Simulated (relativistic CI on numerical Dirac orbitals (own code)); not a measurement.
# Slater and spin-orbit integrals, Nb XIX

Method of calculation: Dirac-Coulomb-Breit CI, separate exchange-only KLI orbitals for each configuration, model QED (radiative potential, 1s self-energy scaled to tabulated hydrogen-like ionisation energies), unscaled Slater integrals (own radial code, finite nucleus).

Slater integrals F^k, G^k are unscaled and averaged over j, outside the closed core [Ne]; ζ comes from projecting the Hamiltonian with its Breit term on Σ l·s of the shell.

- 3s2 3p6 3d5: F^2(3d,3d) = 263250, F^4(3d,3d) = 168830, ζ(3d) = 10982 cm⁻¹; <r>(3d) = 0.3817, <r^2>(3d) = 0.171 (bohr units).
- 3s2 3p5 3d6: ζ(3p) = 95781, F^2(3d,3d) = 262500, F^4(3d,3d) = 168320, F^2(3p,3d) = 239370, G^1(3p,3d) = 270320, G^3(3p,3d) = 175650, ζ(3d) = 10785 cm⁻¹; <r>(3p) = 0.4141, <r^2>(3p) = 0.1981, <r>(3d) = 0.3827, <r^2>(3d) = 0.1719 (bohr units).
- 3s2 3p4 3d7: F^2(3p,3p) = 240480, ζ(3p) = 95719, F^2(3d,3d) = 261720, F^4(3d,3d) = 167800, F^2(3p,3d) = 238980, G^1(3p,3d) = 270200, G^3(3p,3d) = 175460, ζ(3d) = 10591 cm⁻¹; <r>(3p) = 0.4147, <r^2>(3p) = 0.1987, <r>(3d) = 0.3837, <r^2>(3d) = 0.1729 (bohr units).

Q: Give the Racah parameters of the d shell in 3s2 3p6 3d5.

A: B = F²/49 − 5F⁴/441 = 3458 cm⁻¹ and C = 35F⁴/441 = 13399 cm⁻¹.

Averages of the first 10 configurations, taken without configuration mixing, which lowers the lowest level and can move excited configurations by several eV; other configurations of the list can lie among them:

```csv
Configuration,Parity,States,Average energy above the lowest level (eV)
3s2 3p6 3d5,even,252,23.1
3s2 3p5 3d6,odd,1260,173.0
3s2 3p4 3d7,even,1800,326.5
3s 3p6 3d6,even,420,275.6
3p6 3d7,even,120,532.8
3s 3p5 3d7,odd,1440,424.4
3s2 3p6 3d4 4s,even,420,321.0
3s2 3p6 3d4 4p,odd,1260,355.5
3s2 3p6 3d4 4d,even,2100,407.1
3s2 3p6 3d4 4f,odd,2940,454.8
```
